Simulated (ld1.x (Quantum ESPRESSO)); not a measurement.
# What one change does to a pseudopotential (selenium (Se), TM)

ld1.x (Quantum ESPRESSO) 7.5 input, shortened:

```
&input
   title='Se', zed=34., rel=1, dft='PW91', iswitch=3,
   config='[Ar] 3d10 4s2 4p2'
 /
 &inputp
   pseudotype=2, tm=.true., lloc=-1, rcloc=1.15,
   nlcc=.true., rcore=0.90
 /
2
4S  1  0   2.00   0.00  1.45  1.45  0.0
4P  2  1   2.00   0.00  1.30  1.30  0.0
 &test
   configts(1)='4s2 4p2'
 /
```

Change: local potential all-electron potential smoothed inside 1.54 bohr (lloc = -1).

Cutoffs: the cutoffs (Ry, on a coarse ladder) from which the occupation-weighted sum of valence levels, in a spherical-Bessel basis at the reference potential, stays within 10 and 1 mRy of its value at 400 Ry; they do not see the model core or the augmentation charge, which bear on the density cutoff. Errors are all-electron minus pseudo energies relative to the spin-unpolarised reference configuration.

Predict the effect on cutoff, ghosts and configuration errors.

The potential gets neither clearly harder nor softer (60 Ry and 110 Ry → 60 Ry and 110 Ry); the bound ghosts move from d, s to d; of the 7 tests that both files solve, the error grows in 3 and shrinks in 3 by more than 15 % and 0.3 meV (median size 4.8 → 9.7 meV). In the separable form a ghost depends on how the local part lies against the semilocal potential of the channel, so the choice of the local part can create or remove one.

```csv
quantity,base,changed
"cutoff, loose",60 Ry,60 Ry
"cutoff, tight",110 Ry,110 Ry
loose cutoff by channel (10 mRy a level),"s 40 Ry, p 50 Ry","s 21 Ry, p 50 Ry"
bound ghosts,"s, d",d
"error for 4s2 4p4, meV [ΔE -31.33 eV]",+2.6,+13
"error for 4s2 4p3, meV [ΔE -20.42 eV]",-0.3,+4.3
"error for 4s2 4p1, meV [ΔE 30.97 eV]",-22,-9.7
"error for 4s0 4p6, meV [ΔE -9.31 eV]",+8.6,+6.7
"error for 4s1 4p4, meV [ΔE -8.86 eV]",+3.9,+3.7
"error for 4s2 4p0, meV [ΔE 73.28 eV]",-139,-62
"error for 4s2 4p4.3, meV [ΔE -32.93 eV]",+4.8,+16
```

 A true bound ghost makes a file unfit for plane-wave use even where its test errors are small: the radial tests pick states by their node count and pass the ghost by.
